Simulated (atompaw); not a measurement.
An all-electron radial function and its pseudo partner (neon)

Columns: radius, all-electron u(r) and pseudo u(r) of the 2s shell (level -36.28 eV) of neon in the configuration [He] 2s2 2p6; PBE, non-relativistic, PAW (atompaw) scheme, atompaw 4.2.0.5.

```json
{"r (bohr)": "0.035", "all-electron": "0.3516", "pseudo": "-0.1088"}
{"r (bohr)": "0.069", "all-electron": "0.4727", "pseudo": "-0.2134"}
{"r (bohr)": "0.104", "all-electron": "0.4567", "pseudo": "-0.3186"}
{"r (bohr)": "0.138", "all-electron": "0.3601", "pseudo": "-0.4173"}
{"r (bohr)": "0.173", "all-electron": "0.2152", "pseudo": "-0.5143"}
{"r (bohr)": "0.208", "all-electron": "0.0498", "pseudo": "-0.6056"}
{"r (bohr)": "0.242", "all-electron": "-0.1149", "pseudo": "-0.6882"}
{"r (bohr)": "0.277", "all-electron": "-0.2784", "pseudo": "-0.7660"}
{"r (bohr)": "0.312", "all-electron": "-0.4295", "pseudo": "-0.8361"}
{"r (bohr)": "0.346", "all-electron": "-0.5614", "pseudo": "-0.8965"}
{"r (bohr)": "0.381", "all-electron": "-0.6802", "pseudo": "-0.9505"}
{"r (bohr)": "0.415", "all-electron": "-0.7790", "pseudo": "-0.9949"}
{"r (bohr)": "0.450", "all-electron": "-0.8638", "pseudo": "-1.0325"}
{"r (bohr)": "0.485", "all-electron": "-0.9325", "pseudo": "-1.0620"}
{"r (bohr)": "0.519", "all-electron": "-0.9850", "pseudo": "-1.0834"}
{"r (bohr)": "0.554", "all-electron": "-1.0258", "pseudo": "-1.0984"}
{"r (bohr)": "0.588", "all-electron": "-1.0539", "pseudo": "-1.1066"}
{"r (bohr)": "0.623", "all-electron": "-1.0725", "pseudo": "-1.1091"}
{"r (bohr)": "0.658", "all-electron": "-1.0818", "pseudo": "-1.1062"}
{"r (bohr)": "0.692", "all-electron": "-1.0833", "pseudo": "-1.0989"}
{"r (bohr)": "0.727", "all-electron": "-1.0782", "pseudo": "-1.0873"}
{"r (bohr)": "0.762", "all-electron": "-1.0674", "pseudo": "-1.0721"}
{"r (bohr)": "0.796", "all-electron": "-1.0524", "pseudo": "-1.0545"}
{"r (bohr)": "0.831", "all-electron": "-1.0331", "pseudo": "-1.0337"}
{"r (bohr)": "0.865", "all-electron": "-1.0113", "pseudo": "-1.0114"}
{"r (bohr)": "0.900", "all-electron": "-0.9864", "pseudo": "-0.9864"}
```

(1) How many radial nodes do the two functions have?

(2) Where does each function peak?

(3) Is the pseudo-wave norm-conserving?

Results:

(1) The all-electron 2s function has n − l − 1 = 1; the pseudo-wave has 0, since the states of the same l below it are removed with the core.

(2) Outermost all-electron maximum near 0.69 bohr, pseudo maximum near 0.62 bohr (to the table’s step).

(3) No, it belongs to a PAW set: the norm inside the radius is not constrained, and the difference is carried by the augmentation charge.
